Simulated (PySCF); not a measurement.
**SiOBr2, singlet: computed properties**

Computed with PBE0/[Si def2-TZVP, O def2-TZVP, Br def2-TZVP], no relativity, density fitting, PySCF.

The structure is a minimum.

```xyz
4
charge 0 multiplicity 1, angstrom
Si    0.0000    0.0000    0.8587
O     0.0000    0.0000    2.3672
Br    1.7749    0.0000   -0.3921
Br   -1.7749    0.0000   -0.3921
```

| Property | Result |
| --- | --- |
| Point group | C2v |
| Bond lengths | Si–Br 2.171 Å (×2), Si–O 1.509 Å |
| Bond angles | Br–Si–Br 109.7°, Br–Si–O 125.2° (×2) |
| Principal quadrupole moments (Buckingham, traceless) about the centre of mass | -13.02, 5.74, 7.28 D Å |
| Rotational constants | 0.1253, 0.0339, 0.02668 cm⁻¹ |
| Heat capacity Cp at 298.15 K | 68.2 J/(mol K) |
| Dipole moment | 3.33 D |
| Zero-point energy | 16.7 kJ/mol |
| Lowest empty level | -2.21 eV |
| Principal polarisabilities | 44.3, 64.5, 80.3 bohr³ |
| Highest occupied level | -8.70 eV |
| Entropy at 298.15 K and 1 bar | 325.2 J/(mol K) |
| Rotational symmetry number | 2 |
| Enthalpy at 298.15 K above 0 K | 15.77 kJ/mol |
| Atomisation energy without zero-point energy | 1275 kJ/mol |

Harmonic modes (masses in u: Si 27.977, O 15.995, Br 78.918):
```json
{"symmetry": "a1", "ω (cm⁻¹)": "128", "IR (km/mol)": "0.1", "μ (u)": "52.50"}
{"symmetry": "b2", "ω (cm⁻¹)": "229", "IR (km/mol)": "21.8", "μ (u)": "19.69"}
{"symmetry": "b1", "ω (cm⁻¹)": "263", "IR (km/mol)": "27.7", "μ (u)": "23.99"}
{"symmetry": "a1", "ω (cm⁻¹)": "365", "IR (km/mol)": "8.5", "μ (u)": "30.45"}
{"symmetry": "b2", "ω (cm⁻¹)": "530", "IR (km/mol)": "226", "μ (u)": "30.77"}
{"symmetry": "a1", "ω (cm⁻¹)": "1272", "IR (km/mol)": "108", "μ (u)": "19.27"}
```

In C2v the vibrations span 3a1 + 2b2 + b1. Here b1 is antisymmetric to the molecular plane and b2 lies in it.

Charges (e):
| atom | Mulliken | Löwdin | polar tensor | Mayer order to Si1 |
| --- | --- | --- | --- | --- |
| Si1 | 0.66 | -0.41 | 1.46 | – |
| O2 | -0.47 | -0.18 | -0.73 | 2.19 |
| Br3,4 | -0.09 | 0.30 | -0.37 | 1.25 |

Mulliken populations on Si1: s 4.94, p 7.69, d 0.63, f 0.08.

Counting electrons, silicon keeps none of its valence electrons outside its bonds, so the VSEPR class is AX3 and the expected shape is trigonal planar; with unlike ligands the computed point group is C2v.

Other isomers or separated fragments may lie lower.

The final relaxation and frequency run took about 7 core-minutes on a shared host.
